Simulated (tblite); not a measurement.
Compound: C6H14Ge.
Geometry (GFN2-xTB, Å), atoms numbered from 1 in this order:
```
atom  x, y, z in Å
C1     3.095    0.339    0.926
Ge2    1.784   -0.862    0.076
C3    -0.091   -0.314    0.418
C4    -0.413    1.094   -0.076
C5    -1.945    1.140   -0.122
C6    -2.405   -0.322   -0.276
C7    -1.121   -1.158   -0.328
H8     2.996    0.312    2.008
H9     4.111    0.051    0.671
H10    2.940    1.363    0.596
H11    2.017   -0.885   -1.414
H12    2.020   -2.277    0.542
H13   -0.302   -0.369    1.491
H14    0.005    1.870    0.566
H15   -0.005    1.227   -1.081
H16   -2.335    1.563    0.804
H17   -2.297    1.762   -0.945
H18   -3.008   -0.465   -1.172
H19   -3.010   -0.619    0.582
H20   -0.801   -1.285   -1.366
H21   -1.247   -2.148    0.110
```

Method: GFN2-xTB as coded in tblite; computed harmonic values from a numerical Hessian at the method's own geometry, unscaled. This tight-binding method is rough: wavenumbers can miss measured ones by several per cent, in bad cases by 10 to 20. Modes of hydrogen on germanium can be 10 to 20 % off. One conformer, not necessarily the lowest.

Harmonic wavenumbers (cm⁻¹): 27.0, 40.2, 95.2, 118.1, 143.1, 211.7, 261.9, 375.0, 446.5, 586.9, 596.4, 621.5, 650.0, 723.7, 801.3, 816.8, 822.1, 837.9, 850.0, 946.0, 959.7, 992.7, 1007.6, 1013.3, 1115.8, 1120.9, 1138.0, 1185.9, 1205.5, 1218.2, 1240.2, 1260.0, 1306.2, 1314.3, 1324.5, 1326.9, 1328.2, 1461.8, 1464.1, 1479.9, 1490.1, 1492.9, 1512.0, 1925.3, 1987.9, 2915.6, 2944.4, 2952.5, 2974.4, 2986.6, 2990.8, 2996.6, 2999.8, 3007.3, 3017.8, 3018.1, 3023.8.

A = 4205, B = 941.7, C = 815.3 MHz; mass 160.031 u (most abundant isotopes); point group C1, symmetry number 1.

Q: Zero-point energy?

A: ½Σν̃ = 39335 cm⁻¹ = 470.56 kJ/mol.

Q: What is S at 500 K and 1 bar for an ideal gas of classical rigid rotors and harmonic oscillators?

A: Translation 182.90, rotation 127.74, vibration 211.24: S = 521.9 J/(mol K).

Q: And Cp and H(500 K) − H(0)?

A: Cp = 243.52 J/(mol K), of which vibrations give 210.27 (their classical limit is 57 R = 473.9); H(500 K) − H(0) = 68.68 kJ/mol without the zero-point energy, 52.05 from vibrations.

Q: What must be added to the electronic energy to get the Gibbs energy at 500 K and 1 bar?

A: ZPE + [H(500 K) − H(0)] − T·S = 470.56 + 68.68 − 260.94 = 278.30 kJ/mol.

Q: Which modes carry the vibrational entropy at 500 K?

A: 27.0 cm⁻¹: 29.56; 40.2 cm⁻¹: 26.25; 95.2 cm⁻¹: 19.11; 118.1 cm⁻¹: 17.33; 143.1 cm⁻¹: 15.75; 211.7 cm⁻¹: 12.56 J/(mol K); the other 51 give 90.68 together.

Hindered rotation and anharmonicity are outside this model. Other conformers, if any are populated, would add a mixing term that is left out. The structure is chiral; the term R ln 2 for an equal mix with its mirror image is left out.
